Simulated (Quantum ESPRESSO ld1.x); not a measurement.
Values are calculated unless marked as measured or tabulated.
All-electron atom: P VI in [Ne] (the NIST ground configuration).

Code: ld1.x of Quantum ESPRESSO 7.5. Model: scalar-relativistic Kohn-Sham, LDA (Slater exchange, Perdew-Wang correlation), spin-polarised, spherical densities, point nucleus.

Energy parts (Ry):
| part | energy |
|---|---|
| total | -668.6356 |
| kinetic | 670.3981 |
| electron-nucleus | -1539.0853 |
| Hartree | 240.1964 |
| exchange-correlation | -40.1448 |

Orbitals (lengths in bohr, moments of r in powers of bohr; r(90%) holds 90 % of the orbital's charge):
orbital  occ.  eigenvalue (Ry)  r(90%)      <r^4>
1s          2        -158.3819   0.186  0.0005453
2s          2         -18.2445   0.811     0.1828
2p          6         -14.6906   0.799     0.1750

The highest occupied level is 2p at -199.88 eV. For comparison, the ionisation energy in NIST's Atomic Spectra Database is 220.43 eV (semi-empirical). In exact Kohn-Sham theory the highest level is minus the ionisation energy, but local and semilocal functionals leave it too shallow, through self-interaction and a potential that decays too fast; potentials with the right tail come closer.
